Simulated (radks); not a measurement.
Results of a calculation; reference values are marked as such.
Initial-state core-level shifts of the gallium ion Ga+ when its valence configuration changes from [Ar] 3d10 4s2. Level of theory: Dirac Kohn-Sham, BLYP, spin-unpolarised, spherical densities, point nucleus; open shells fill j = l - 1/2 first (a radial shooting solver on a logarithmic mesh with Libxc functionals). Shifts are changes of the shell-averaged eigenvalues in eV (positive: less bound).

| valence | 1s | 2s | 2p | 3s |
|---|---|---|---|---|
| 3d9.5 4s2 4p0.5 | -5.294 | -5.758 | -5.713 | -5.073 |
| 3d9 4s2 4p1 | -10.835 | -11.826 | -11.732 | -10.290 |
| 3d10 4p2 | -3.511 | -3.350 | -3.353 | -3.486 |
| 3d10 4s1 4p1 | -1.818 | -1.735 | -1.737 | -1.802 |
| 3d8 4s2 4p2 | -22.621 | -24.839 | -24.636 | -21.088 |
| 3d9 4p3 | -14.140 | -15.009 | -14.910 | -13.555 |
| 3d9 4s1 4p2 | -12.475 | -13.409 | -13.313 | -11.913 |
| 3d9.5 4s1.5 4p1 | -6.171 | -6.600 | -6.555 | -5.941 |
| 3d8.5 4s1.5 4p2 | -17.405 | -18.959 | -18.810 | -16.416 |
